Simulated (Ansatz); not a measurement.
Reactions of CH7BGeS, SMILES `BS[CH2][GeH3]`.

Program: Ansatz. Geometries: PBE0-D4/def2-TZVP. ΔE: electronic, gas phase. CCSD(T)/CBS adds triple-zeta CCSD(T) − MP2 to the extrapolated MP2 energy (def2 sets, frozen cores). This one scheme is used for every species. DFT in def2-TZVPP. For Ga, Ge, Zn outer-core shells are correlated without core-valence functions, which leaves a few kJ/mol of doubt a bond. Scalar relativity is left out up to krypton. Each species was taken in one conformer, which may not be the lowest.

| reaction | CCSD/CBS(def2) (eV) | PBE-D4 (eV) | B2PLYP (eV) | ωB97X-V (eV) |
| --- | --- | --- | --- | --- |
| `BS[CH2][GeH3]` + `C=N` → `C=N[CH2][GeH3]` + `BS` | 0.12 | 0.08 | 0.07 | 0.09 |
| `BS[CH2][GeH3]` + `C[CH2][ZnH]` → `B[CH](C)[ZnH]` + `S[CH2][GeH3]` | 0.50 | 0.52 | 0.55 | 0.53 |
| `BS[CH2][GeH3]` + H–F → `[F][GeH3]` + `BSC` | -0.67 | -0.69 | -0.83 | -0.81 |
| `BS[CH2][GeH3]` + CH₃OH → `O[CH2][GeH3]` + `BSC` | 0.12 | 0.09 | 0.09 | 0.09 |
| `BS[CH2][GeH3]` + CH₃NH₂ → `C[NH][GeH3]` + `BSC` | -0.13 | -0.12 | -0.18 | -0.17 |
| `BS[CH2][GeH3]` + `OC(O)=S` → `OC(=S)[O][GeH3]` + `BSC` | -0.49 | -0.45 | -0.57 | -0.54 |
| `BS[CH2][GeH3]` + `BS` → `BSB` + `S[CH2][GeH3]` | 0.39 | 0.52 | 0.44 | 0.42 |
| `BS[CH2][GeH3]` + `NC#CO` → `NC#C[O][GeH3]` + `BSC` | -0.47 | -0.45 | -0.57 | -0.52 |
| `BS[CH2][GeH3]` + `CC(O)[SiH3]` → `BCC(O)[SiH3]` + `S[CH2][GeH3]` | 1.09 | 1.19 | 1.15 | 1.09 |
| `BS[CH2][GeH3]` + `[NH2][GaH2]` → `B[NH][GaH2]` + `S[CH2][GeH3]` | -0.28 | -0.16 | -0.28 | -0.27 |

(1) Give the CCSD(T)/CBS values in the same order. (An estimate is asked.)

Largest T1 diagnostic: 0.016, for `OC(O)=S`.

Answers

(1) Ansatz gave: 0.13, 0.50, -0.63, 0.13, -0.12, -0.48, 0.42, -0.46, 1.13, -0.24 eV.
